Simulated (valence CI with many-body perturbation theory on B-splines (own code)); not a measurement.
Results of a calculation; reference values are marked as such.
**Ce43+: magnetic and hyperfine properties of the levels**

Level of theory: valence CI with perturbative core correlation (CI+MBPT): five valence electrons over a frozen Dirac-Fock core [Ne], a basis of 11 s, 11 p, 10 d, 8 f, 5 g, 2 h functions for each j, with the one-electron correlation potential Σ1 (screened to all orders), the two-electron term Σ2, the three-electron term Σ3, Breit, model QED; selected single and double excitations, second order for the rest, scaled by the run's own slope (own B-spline code, finite nucleus).

The last digits are not significant, and no measured levels were compared; by estimate large intervals hold to a few tenths of a per cent, small ones and those within an open d or f shell to about a per cent. Among the levels kept, up to 3200 cm⁻¹ of a level comes from second order outside the variational space, and about a tenth of that is noise between levels of different J, which matters for small intervals.

A/g_I is the dipole constant over the nuclear g factor μ/I (μ in nuclear magnetons, uniformly magnetised nucleus), B/Q the quadrupole constant per barn. Both hold the static response of the core; the bare values leave it out. Large factors of s and p1/2 electrons are usually good to 5 to 10 %; those of open d and f shells near neutrality can be off by tens of per cent, and small factors of p3/2, d and f electrons come from cancelling terms and can be off by a factor of two or in sign, in half-filled shells by more. B is blank for J = 1/2, where it vanishes, and for nearly pure S terms. Energies count from the lowest level.

Levels are named by their leading jj configuration (3d3/2^4 stands for four electrons in 3d with j = 3/2), which in mixed levels can hold well under half, so a name can repeat and another be missing. Letters in brackets count levels of one name in rising energy.

| Level | E (eV) | g | A/g_I (MHz) | A/g_I bare | B/Q (MHz/b) | B/Q bare |
| --- | --- | --- | --- | --- | --- | --- |
| (3s^2 3p1/2^2 3p3/2) J=3/2 | 0.00 | 1.380 | 85600 | 85600 | 156000 | 154000 |
| (3s^2 3p1/2 3p3/2^2) J=3/2 | 102.00 | 1.444 | -11600 | -9290 | 26200 | 25800 |
| (3s^2 3p1/2 3p3/2^2) J=5/2 | 110.95 | 1.192 | 194000 | 191000 | -446 | -435 |
| (3s^2 3p1/2 3p3/2^2) J=1/2 | 122.03 | 0.656 | 610000 | 596000 |  |  |
| (3s^2 3p1/2^2 3d3/2) J=3/2 | 167.07 | 0.781 | 43300 | 44600 | 18800 | 20000 |
| (3s^2 3p1/2^2 3d5/2) J=5/2 | 197.89 | 1.263 | 83400 | 83500 | 1270 | 2860 |
| (3s 3p1/2^2 3p3/2^2) J=5/2 | 224.31 | 1.414 | 354000 | 347000 | 78300 | 77200 |
| (3s^2 3p3/2^3) J=3/2 | 225.34 | 1.290 | 93300 | 92800 | -182000 | -179000 |
| (3s 3p1/2^2 3p3/2^2) J=1/2 | 243.81 | 2.161 | 1630000 | 1590000 |  |  |
| (3s 3p1/2^2 3p3/2^2) J=3/2 | 244.29 | 1.152 | -189000 | -181000 | -35100 | -34500 |
| (3s^2 3p1/2 3p3/2 3d3/2) J=5/2 [a] | 268.21 | 0.957 | 148000 | 146000 | -24700 | -23500 |
| (3s^2 3p1/2 3p3/2 3d3/2) J=3/2 [a] | 269.62 | 0.923 | 139000 | 138000 | -105000 | -103000 |
| (3s^2 3p1/2 3p3/2 3d3/2) J=1/2 [a] | 270.07 | 0.213 | 221000 | 218000 |  |  |
| (3s^2 3p1/2 3p3/2 3d3/2) J=7/2 | 276.95 | 1.057 | 142000 | 141000 | 147000 | 146000 |
| (3s^2 3p1/2 3p3/2 3d5/2) J=7/2 [a] | 294.09 | 1.306 | -16500 | -14000 | 183000 | 182000 |
| (3s^2 3p1/2 3p3/2 3d5/2) J=3/2 [a] | 297.01 | 1.427 | 11300 | 13500 | -70300 | -68800 |
| (3s^2 3p1/2 3p3/2 3d3/2) J=5/2 [b] | 297.78 | 1.207 | 48300 | 49500 | 91000 | 90000 |
| (3s^2 3p1/2 3p3/2 3d5/2) J=5/2 [a] | 302.52 | 1.186 | 165000 | 163000 | -84000 | -82300 |
| (3s^2 3p1/2 3p3/2 3d5/2) J=9/2 | 303.56 | 1.199 | 106000 | 105000 | 156000 | 155000 |
| (3s^2 3p1/2 3p3/2 3d3/2) J=3/2 [b] | 303.86 | 1.236 | 1670 | 4160 | 6270 | 5600 |
| (3s^2 3p1/2 3p3/2 3d3/2) J=1/2 [b] | 304.15 | 1.661 | 417000 | 407000 |  |  |
| (3s^2 3p1/2 3p3/2 3d5/2) J=7/2 [b] | 321.01 | 1.097 | 121000 | 120000 | 34000 | 34900 |
| (3s^2 3p1/2 3p3/2 3d5/2) J=5/2 [b] | 322.93 | 1.207 | -2040 | -252 | 43900 | 44400 |
| (3s^2 3p1/2 3p3/2 3d5/2) J=3/2 [b] | 326.24 | 0.972 | 160000 | 157000 | 18100 | 18200 |
| (3s^2 3p1/2 3p3/2 3d5/2) J=1/2 | 327.96 | 1.325 | -212000 | -204000 |  |  |
| (3s 3p1/2 3p3/2^3) J=3/2 [a] | 339.83 | 1.329 | 229000 | 225000 | -143000 | -140000 |
| (3s 3p1/2 3p3/2^3) J=5/2 | 349.76 | 1.271 | 440000 | 431000 | -194000 | -190000 |
| (3s 3p1/2 3p3/2^3) J=1/2 | 365.25 | 1.302 | -347000 | -335000 |  |  |
| (3s 3p1/2 3p3/2^3) J=3/2 [b] | 365.73 | 1.155 | 183000 | 180000 | 7500 | 7420 |
| (3s 3p1/2^2 3p3/2 3d3/2) J=5/2 [a] | 384.05 | 1.308 | 312000 | 307000 | 43800 | 42800 |
| (3s 3p1/2^2 3p3/2 3d3/2) J=3/2 [a] | 385.65 | 1.345 | 230000 | 227000 | -4210 | -4980 |
| (3s 3p1/2^2 3p3/2 3d3/2) J=1/2 [a] | 386.54 | 2.593 | 978000 | 959000 |  |  |
| (3s 3p1/2^2 3p3/2 3d3/2) J=7/2 | 389.72 | 1.328 | 300000 | 296000 | 130000 | 129000 |
| (3s 3p1/2^2 3p3/2 3d3/2) J=3/2 [b] | 403.03 | 0.980 | 81400 | 81500 | -93100 | -91300 |
| (3s^2 3p3/2^2 3d3/2) J=5/2 | 403.10 | 1.189 | 123000 | 122000 | -29300 | -29200 |
| (3s^2 3p3/2^2 3d3/2) J=7/2 | 403.99 | 1.190 | 67500 | 68200 | 38700 | 38700 |
| (3s^2 3p3/2^2 3d3/2) J=3/2 [a] | 404.45 | 1.181 | 40900 | 42100 | -53200 | -53100 |
| (3s^2 3p3/2^2 3d3/2) J=1/2 | 404.63 | 1.419 | -22000 | -20800 |  |  |
| (3s^2 3p3/2^2 3d5/2) J=7/2 | 408.89 | 1.156 | 54900 | 55200 | 18000 | 19600 |
| (3s^2 3p3/2^2 3d5/2) J=9/2 | 410.14 | 1.232 | 52800 | 53400 | 93400 | 93700 |
